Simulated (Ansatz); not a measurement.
Reaction: CHNO (isocyanic acid, SMILES N=C=O) + H+ → CH2NO+ (SMILES [NH2+]=C=O)
Each species at its own B3LYP-D3(BJ)/def2-TZVP minimum (Ansatz, a program for electronic structure), one conformer.

Total energies in hartree (Ansatz). Open shells are spin-unrestricted; no spin-orbit coupling. Cores are frozen in correlated methods. No relativity.

| species | HF/cc-pVTZ | CCSD(T)/cc-pVTZ | HF/cc-pVQZ | CCSD(T)/cc-pVQZ | CCSDT(Q)/cc-pVTZ |
|---|---|---|---|---|---|
| 1: CHNO (SMILES C(=N)=O) | -167.82934 | -168.43244 | -167.84220 | -168.48394 | -168.43434 |
| 2: CH2NO+ (SMILES C(=O)=[NH2+]) | -168.12484 | -168.72287 | -168.13694 | -168.77151 | -168.72465 |

### Question
Work out the proton affinity (electronic), positive where energy is released in kcal/mol: take Hartree-Fock from cc-pVQZ, extrapolate the CCSD(T) correlation energy as X^-3 (X = 3, 4), and add CCSDT(Q) - CCSD(T) in cc-pVTZ. 1 hartree = 627.51 kcal/mol.

### Answer

Species 1: correlation (64·(-0.64174) - 27·(-0.60310))/37 = -0.66994; step -0.00190; E1 = -167.84220 + (-0.66994) + (-0.00190) = -168.51404
H+ has no electrons: E = 0
Species 2: correlation (64·(-0.63457) - 27·(-0.59803))/37 = -0.66123; step -0.00178; E2 = -168.13694 + (-0.66123) + (-0.00178) = -168.79995
+1·E1 -1·E2 = 0.28591 hartree = 179.4 kcal/mol.
